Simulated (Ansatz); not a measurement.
**How methods differ on SiF3 (SMILES F[Si](F)F)**

SiF3: 4 atoms, total charge 0, spin state doublet. As SMILES, `F[Si](F)F`. Geometry: relaxed at GFN2-xTB.

Quantity: the electronic atomisation energy, in eV. The values are calculated. Electronic energies at fixed atoms, without zero-point motion or spin-orbit coupling.

```json
{"level": "USVWN5/STO-3G", "kind": "LDA", "program": "Ansatz", "value (eV)": "18.44", "less FCI/STO-3G": "+8.00"}
{"level": "UBLYP/STO-3G", "kind": "GGA", "program": "Ansatz", "value (eV)": "15.73", "less FCI/STO-3G": "+5.29"}
{"level": "UPBE/STO-3G", "kind": "GGA", "program": "Ansatz", "value (eV)": "15.99", "less FCI/STO-3G": "+5.55"}
{"level": "U-r2SCAN/STO-3G", "kind": "meta-GGA", "program": "Ansatz", "value (eV)": "15.00", "less FCI/STO-3G": "+4.56"}
{"level": "UPBE0/STO-3G", "kind": "global hybrid", "program": "Ansatz", "value (eV)": "14.30", "less FCI/STO-3G": "+3.86"}
{"level": "U-wB97X/STO-3G", "kind": "range-separated hybrid", "program": "Ansatz", "value (eV)": "13.99", "less FCI/STO-3G": "+3.55"}
{"level": "UCAM-B3LYP/STO-3G", "kind": "range-separated hybrid", "program": "Ansatz", "value (eV)": "14.66", "less FCI/STO-3G": "+4.22"}
{"level": "UBCCD(T)/STO-3G", "kind": "coupled cluster or CI", "program": "Ansatz", "value (eV)": "10.41", "less FCI/STO-3G": "-0.03"}
{"level": "FCI/STO-3G", "kind": "exact in the basis", "program": "Ansatz", "value (eV)": "10.44", "less FCI/STO-3G": "0.00"}
```

FCI/STO-3G is exact within its basis and frozen core, so for wave-function methods in that basis the difference is their error; functionals converge differently with the basis, so for them it is only a difference. The values span 10.41 to 18.44 eV. All rows use very small basis sets, so even the best lies far from the true value.
